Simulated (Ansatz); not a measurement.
One change: `C#[C][Ga]([Cl])[Cl]` becomes `C#[C][Al]([Cl])[Cl]`.

Ansatz, PBE0-D4/def2-TZVP geometries, multiplicity 1. 

Scalar relativity is left out up to krypton.

```tsv
property	`C#[C][Ga]([Cl])[Cl]`
HOMO–LUMO gap (B3LYP/def2-TZVPP) / eV	6.38
size of the dipole moment (PBE/def2-TZVPP) / D	2.14
HOMO–LUMO gap (ωB97M-V/def2-TZVPP) / eV	11.00
HOMO energy (ωB97M-V/def2-TZVPP) / eV	-11.11
HOMO energy (PBE0/def2-TZVPP) / eV	-8.85
zero-point energy (PBE0-D4/def2-TZVP) / kJ/mol	55.8
```

(1) What does the change do to each property? (Estimate.)

Answers

(1) Ansatz gave: 
| property | `C#[C][Al]([Cl])[Cl]` | shift |
| --- | --- | --- |
| HOMO–LUMO gap (B3LYP/def2-TZVPP) / eV | 6.54 | 0.16 |
| size of the dipole moment (PBE/def2-TZVPP) / D | 1.75 | -0.39 |
| HOMO–LUMO gap (ωB97M-V/def2-TZVPP) / eV | 11.08 | 0.08 |
| HOMO energy (ωB97M-V/def2-TZVPP) / eV | -10.93 | 0.18 |
| HOMO energy (PBE0/def2-TZVPP) / eV | -8.68 | 0.17 |
| zero-point energy (PBE0-D4/def2-TZVP) / kJ/mol | 58.2 | 2.4 |

With PBE0 the HOMO rises by 0.17 eV and the LUMO rises by 0.29 eV, so the gap widens by about 0.12 eV. PBE moves the HOMO by 0.15 eV and ωB97M-V by 0.18 eV. Dipoles are sizes alone; their direction can turn.

B3LYP here is the variant with VWN-RPA as its local correlation; programs differ in this.
